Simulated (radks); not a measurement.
Results of a calculation; reference values are marked as such.
Fe3+, configuration [Ar] 3d3 4s2 (not the ground configuration).

Level of theory: scalar-relativistic Kohn-Sham, PBE, spin-polarised, spherical densities, point nucleus; open shells are filled with parallel spins first (a radial shooting solver on a logarithmic mesh with Libxc functionals).

Energy parts (hartree):
part                       energy
total                 -1269.15012
kinetic                1284.53360
electron-nucleus      -2989.44313
Hartree                 489.56982
exchange-correlation    -53.81041

Orbitals (lengths in bohr, moments of r in powers of bohr; <r^-3> diverges for s and p1/2; r(max) is where P^2 peaks):
orbital,occ.,eigenvalue (hartree),<r^2>,<r^-3>,r(max),<r>
1s up,1,-259.3018,0.004597,-,0.03827,0.05846
1s down,1,-259.3019,0.004597,-,0.03827,0.05846
2s up,1,-32.35303,0.08423,-,0.2225,0.2671
2s down,1,-32.28138,0.08395,-,0.2223,0.2667
2p up,3,-27.88036,0.06831,479.5,0.1800,0.2358
2p down,3,-27.82599,0.06802,481.0,0.1798,0.2353
3s up,1,-5.51503,0.7095,-,0.6917,0.7861
3s down,1,-5.36226,0.7158,-,0.6928,0.7893
3p up,3,-4.23716,0.7776,66.00,0.6991,0.8160
3p down,3,-4.08774,0.7887,64.90,0.7008,0.8213
3d up,3,-2.22067,0.9574,6.794,0.6604,0.8834
3d down,0,-2.07548,1.006,6.609,0.6665,0.9025
4s up,1,-1.36039,4.917,-,1.889,2.089
4s down,1,-1.32828,5.093,-,1.924,2.127

The highest occupied level is 4s down at -36.144 eV. The configuration is held as typed, so some empty levels lie below it. Spin moment in Bohr magnetons: 3. Summed over all electrons, <r^2> = 19.59 bohr^2, which gives a Langevin (diamagnetic) susceptibility term of -15.5 x 10^-6 cm^3/mol. The density falls to 0.001 e/bohr^3 at r = 3.54 bohr.
